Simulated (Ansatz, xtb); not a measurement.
## Isomers of AlH4OSi2 in order of energy

6 gas-phase structures of AlH4OSi2, found in a search over its isomers (lower ones may exist). Each was relaxed with GFN2-xTB; where two conformers were screened, the lower at r2SCAN-D4/def2-SVP//GFN2-xTB is listed:

A. `[O]1[AlH][SiH][SiH2]1`, a doublet
B. `O1[SiH][AlH][SiH2]1`, a doublet
C. `[O]1[Al][SiH2][SiH2]1`, a doublet
D. a doublet given by its coordinates
E. `[O]1[AlH][SiH2][SiH]1`, a doublet
F. a doublet given by its coordinates

F (Å):

```tsv
atom	x (Å)	y (Å)	z (Å)
Al	0.2555	1.8077	2.7040
O	-0.0622	0.7380	1.4653
Si	-0.3735	-0.3231	0.2319
Si	0.4481	0.6999	-1.6202
H	0.2095	0.0657	-2.9236
H	0.3712	-1.5473	0.5708
H	0.2563	2.1389	-1.8491
H	-1.8085	-0.6177	0.3969
```

Close contacts (Å): Al1–O2 1.67, O2–Si3 1.66, Si3–Si4 2.27, Si3–H6 1.47, Si3–H8 1.47, Si4–H5 1.47, Si4–H7 1.47.

D (Å):

```yaml
atoms:
  - { symbol: Al, position_ang: [1.4626, 3.3419, -2.2483] }
  - { symbol: O, position_ang: [0.8088, 1.8259, -2.3101] }
  - { symbol: Si, position_ang: [0.1719, 0.2715, -2.3178] }
  - { symbol: Si, position_ang: [0.9444, -0.8800, -0.5814] }
  - { symbol: H, position_ang: [1.2781, 4.3385, -3.4014] }
  - { symbol: H, position_ang: [2.2816, 3.7728, -1.0167] }
  - { symbol: H, position_ang: [1.7453, -1.0785, 0.6542] }
  - { symbol: H, position_ang: [0.3171, -2.2162, -0.7004] }
```

Close contacts (Å): Al1–O2 1.65, O2–Si3 1.68, Si3–Si4 2.22, Al1–H5 1.54, Al1–H6 1.54, Si4–H7 1.49, Si4–H8 1.48.

Estimate their order in r2SCAN-D4/def2-SVP//GFN2-xTB energy at these geometries, lowest first.

Calculated order at r2SCAN-D4/def2-SVP//GFN2-xTB: C (0.0), F (17.0), A (19.7), E (31.0), D (130.2), B (159.2) kJ/mol. Less than 1 kcal/mol parts F and A, so the order within that pair means little.

Energies above the lowest of each column, in kJ/mol; the last columns are at r2SCAN-D4/def2-SVP geometries and were run for some of them only (a dash: not run or not comparable):

```tsv
structure	GFN2-xTB	HF/STO-3G	r2SCAN-D4/def2-SVP//GFN2-xTB	r2SCAN-D4/def2-SVP	CCSD(T)/def2-SVP + ΔMP2/def2-TZVPP
C	107.0	0.4	0.0	0.0	0.0
F	100.2	19.4	17.0	27.6	6.5
A	50.2	0.0	19.7	14.8	19.9
E	97.0	0.1	31.0	40.4	–
D	0.0	114.6	130.2	–	–
B	100.9	216.1	159.2	–	–
```

CCSD(T)/def2-SVP + ΔMP2/def2-TZVPP puts C lowest of those it was run on; GFN2-xTB picks D. Some further structures that were screened fall inside this span and aren't listed. Frequencies (r2SCAN-D4/def2-SVP) were run for A, C, F alone. Open shells are spin-unrestricted. ΔMP2 is the change of the MP2 energy from the smaller to the larger basis.

Over these structures GFN2-xTB departs from r2SCAN-D4/def2-SVP//GFN2-xTB by 73.8 kJ/mol on average once a common shift is removed. A GFN2-xTB relaxation took about 0.23 s and the r2SCAN-D4/def2-SVP//GFN2-xTB energy about 3.8 s on a shared host (Ansatz 0.2.0, xtb 6.7.1).
